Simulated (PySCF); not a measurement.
SMILES CO[SiH2][SiH2]B(O)O (GFN2-xTB optimised geometry):

```
16

C      1.829     0.545     2.144
O      2.144     0.174     0.838
Si     1.560    -1.102     0.000
Si    -0.764    -1.102     0.000
B     -1.502     0.723     0.000
O     -1.959     1.253    -1.158
O     -1.459     1.434     1.158
H      0.755     0.714     2.255
H      2.365     1.468     2.373
H      2.137    -0.228     2.852
H      2.268    -0.806    -1.244
H      2.124    -2.340     0.569
H     -1.234    -1.878     1.171
H     -1.222    -1.916    -1.139
H     -2.268     2.163    -1.156
H     -1.779     2.340     1.144
```

Level of theory: PBE0/def2-TZVP (PySCF).

### Question
What are the frontier orbital energies and the dipole moment?

### Answer
HOMO-2 -8.65 eV, HOMO-1 -8.15 eV, HOMO -7.33 eV, LUMO -0.50 eV, LUMO+1 0.03 eV; dipole moment 3.76 D.

Meta-Löwdin charges at PBE0/def2-TZVP: C1 -0.13, O2 -0.62, Si3 0.66, Si4 0.15, B5 0.28, O6 -0.51, O7 -0.52, H8 0.11, H9 0.12, H10 0.10, H11 -0.09, H12 -0.12, H13 -0.07, H14 -0.06, H15 0.34, H16 0.34.
